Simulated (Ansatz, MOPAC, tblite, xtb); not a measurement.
Intermolecular potential of BBr3 ··· H3N (SMILES BrB(Br)Br and N). Monomers: optimised at B3LYP-D3(BJ) (def2-TZVP), held rigid. Orientation: a higher rigid-body minimum at GFN2-xTB. R is the distance of the centres of mass, along which the second monomer moves.

Geometry at R = 2.71 Å (first 4 atoms: monomer A):
```
8

B     -0.0002     0.0001     0.0002
Br    -1.5209    -1.1474    -0.0933
Br    -0.0291     1.6952    -0.8736
Br     1.5502    -0.5478     0.9667
N      1.2636    -0.9965    -2.0937
H      1.6840    -1.8923    -1.8739
H      0.8043    -1.0910    -2.9923
H      2.0178    -0.3292    -2.2088
```

GFN2-xTB (tblite); PM6, restricted, heats of formation (MOPAC); GFN1-xTB (xtb); CCSD(T)/aug-cc-pVDZ = CCSD(T) on RHF/aug-cc-pVDZ, cores with 3d frozen, counterpoise-corrected (Ansatz, an electronic-structure program).

Interaction energies in kJ/mol; the last columns give the difference from CCSD(T):

```json
[
 {"R / Å": "2.34", "GFN2-xTB": "-37.46", "PM6": "-114.63", "GFN1-xTB": "2.74", "CCSD(T)/aug-cc-pVDZ": "13.96", "GFN2-xTB − CCSD(T)/aug-cc-pVDZ": "-51.42", "PM6 − CCSD(T)/aug-cc-pVDZ": "-128.59", "GFN1-xTB − CCSD(T)/aug-cc-pVDZ": "-11.22"},
 {"R / Å": "2.48", "GFN2-xTB": "-39.83", "PM6": "-89.03", "GFN1-xTB": "-3.15", "CCSD(T)/aug-cc-pVDZ": "5.26", "GFN2-xTB − CCSD(T)/aug-cc-pVDZ": "-45.09", "PM6 − CCSD(T)/aug-cc-pVDZ": "-94.29", "GFN1-xTB − CCSD(T)/aug-cc-pVDZ": "-8.41"},
 {"R / Å": "2.71", "GFN2-xTB": "-37.58", "PM6": "-56.12", "GFN1-xTB": "-7.49", "CCSD(T)/aug-cc-pVDZ": "-4.57", "GFN2-xTB − CCSD(T)/aug-cc-pVDZ": "-33.01", "PM6 − CCSD(T)/aug-cc-pVDZ": "-51.56", "GFN1-xTB − CCSD(T)/aug-cc-pVDZ": "-2.92"},
 {"R / Å": "2.89", "GFN2-xTB": "-33.71", "PM6": "-38.18", "GFN1-xTB": "-8.24", "CCSD(T)/aug-cc-pVDZ": "-8.91", "GFN2-xTB − CCSD(T)/aug-cc-pVDZ": "-24.80", "PM6 − CCSD(T)/aug-cc-pVDZ": "-29.27", "GFN1-xTB − CCSD(T)/aug-cc-pVDZ": "0.67"},
 {"R / Å": "3.13", "GFN2-xTB": "-28.28", "PM6": "-23.18", "GFN1-xTB": "-7.74", "CCSD(T)/aug-cc-pVDZ": "-11.27", "GFN2-xTB − CCSD(T)/aug-cc-pVDZ": "-17.01", "PM6 − CCSD(T)/aug-cc-pVDZ": "-11.91", "GFN1-xTB − CCSD(T)/aug-cc-pVDZ": "3.53"},
 {"R / Å": "3.44", "GFN2-xTB": "-22.25", "PM6": "-13.19", "GFN1-xTB": "-6.40", "CCSD(T)/aug-cc-pVDZ": "-10.85", "GFN2-xTB − CCSD(T)/aug-cc-pVDZ": "-11.40", "PM6 − CCSD(T)/aug-cc-pVDZ": "-2.34", "GFN1-xTB − CCSD(T)/aug-cc-pVDZ": "4.45"},
 {"R / Å": "3.69", "GFN2-xTB": "-18.37", "PM6": "-8.81", "GFN1-xTB": "-5.34", "CCSD(T)/aug-cc-pVDZ": "-9.30", "GFN2-xTB − CCSD(T)/aug-cc-pVDZ": "-9.08", "PM6 − CCSD(T)/aug-cc-pVDZ": "0.49", "GFN1-xTB − CCSD(T)/aug-cc-pVDZ": "3.95"},
 {"R / Å": "4.24", "GFN2-xTB": "-12.15", "PM6": "-3.98", "GFN1-xTB": "-3.50", "CCSD(T)/aug-cc-pVDZ": "-5.58", "GFN2-xTB − CCSD(T)/aug-cc-pVDZ": "-6.57", "PM6 − CCSD(T)/aug-cc-pVDZ": "1.60", "GFN1-xTB − CCSD(T)/aug-cc-pVDZ": "2.08"},
 {"R / Å": "4.93", "GFN2-xTB": "-7.27", "PM6": "-1.77", "GFN1-xTB": "-1.98", "CCSD(T)/aug-cc-pVDZ": "-2.63", "GFN2-xTB − CCSD(T)/aug-cc-pVDZ": "-4.64", "PM6 − CCSD(T)/aug-cc-pVDZ": "0.86", "GFN1-xTB − CCSD(T)/aug-cc-pVDZ": "0.65"},
 {"R / Å": "5.93", "GFN2-xTB": "-3.62", "PM6": "-0.69", "GFN1-xTB": "-0.86", "CCSD(T)/aug-cc-pVDZ": "-0.92", "GFN2-xTB − CCSD(T)/aug-cc-pVDZ": "-2.71", "PM6 − CCSD(T)/aug-cc-pVDZ": "0.23", "GFN1-xTB − CCSD(T)/aug-cc-pVDZ": "0.06"},
 {"R / Å": "7.17", "GFN2-xTB": "-1.72", "PM6": "-0.26", "GFN1-xTB": "-0.34", "CCSD(T)/aug-cc-pVDZ": "-0.29", "GFN2-xTB − CCSD(T)/aug-cc-pVDZ": "-1.43", "PM6 − CCSD(T)/aug-cc-pVDZ": "0.03", "GFN1-xTB − CCSD(T)/aug-cc-pVDZ": "-0.05"}
]
```

GFN2-xTB is furthest from CCSD(T)/aug-cc-pVDZ at 2.34 (-51.42 kJ/mol, below); its mean absolute difference over the points is 18.83 kJ/mol.

PM6 is furthest from CCSD(T)/aug-cc-pVDZ at 2.34 (-128.59 kJ/mol, below); its mean absolute difference over the points is 29.20 kJ/mol.

GFN1-xTB is furthest from CCSD(T)/aug-cc-pVDZ at 2.34 (-11.22 kJ/mol, below); its mean absolute difference over the points is 3.45 kJ/mol.
